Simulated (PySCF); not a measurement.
## Energy of Pd (palladium, neutral) between two integer charges

The 4d beta orbital of [Kr] 4d10 is emptied in steps (occupation f), with all orbitals relaxed, ending at [Kr] 4d9. Computed with PySCF 2.14 in x2c-TZVPall (8s6p6d1f, 63 functions), with the spin-free X2C one-electron Hamiltonian (Gaussian nucleus). The exact energy is a straight line in f; departures are measured from the line between the end points of the same method.

```csv
f,LDA (eV),PBE (eV),PBE0 (eV),r2SCAN (eV),BHandHLYP (eV),TPSS (eV),MN15 (eV)
1,0.000,0.000,0.000,0.000,0.000,0.000,0.000
0.8,-0.816,-0.787,-0.500,-0.731,-0.214,-0.765,-0.361
0.6,-1.243,-1.197,-0.762,-1.108,-0.337,-1.164,-0.549
0.4,-1.261,-1.213,-0.773,-1.119,-0.351,-1.179,-0.553
0.2,-0.851,-0.818,-0.522,-0.752,-0.243,-0.795,-0.370
0,0.000,0.000,0.000,0.000,0.000,0.000,0.000
```

Q: For LDA, how does the orbital energy at f = 1 compare with the removal energy?

A: −ε = 4.305 eV against a total-energy difference of 9.320 eV. By Janak's theorem ε = ∂E/∂f, so the gap between them reflects the curvature. Along the path −ε is 6.193 (f = 0.8), 8.193 (f = 0.6), 10.288 (f = 0.4), 12.460 (f = 0.2) eV.

```json
{"method": "LDA", "E(f=0) − E(f=1) (eV)": "9.320", "−ε at f=1 (eV)": "4.305", "−ε at f=0.4 (eV)": "10.288"}
{"method": "PBE", "E(f=0) − E(f=1) (eV)": "8.876", "−ε at f=1 (eV)": "4.039", "−ε at f=0.4 (eV)": "9.813"}
{"method": "PBE0", "E(f=0) − E(f=1) (eV)": "8.468", "−ε at f=1 (eV)": "5.404", "−ε at f=0.4 (eV)": "9.060"}
{"method": "r2SCAN", "E(f=0) − E(f=1) (eV)": "8.522", "−ε at f=1 (eV)": "4.020", "−ε at f=0.4 (eV)": "9.404"}
{"method": "BHandHLYP", "E(f=0) − E(f=1) (eV)": "8.072", "−ε at f=1 (eV)": "6.805", "−ε at f=0.4 (eV)": "8.296"}
{"method": "TPSS", "E(f=0) − E(f=1) (eV)": "8.589", "−ε at f=1 (eV)": "3.882", "−ε at f=0.4 (eV)": "9.500"}
{"method": "MN15", "E(f=0) − E(f=1) (eV)": "8.494", "−ε at f=1 (eV)": "6.275", "−ε at f=0.4 (eV)": "8.941"}
```

Reference removal energy between the ground levels: 8.337 eV (measured; NIST Atomic Spectra Database, ionization energies). The calculation has no spin-orbit coupling.
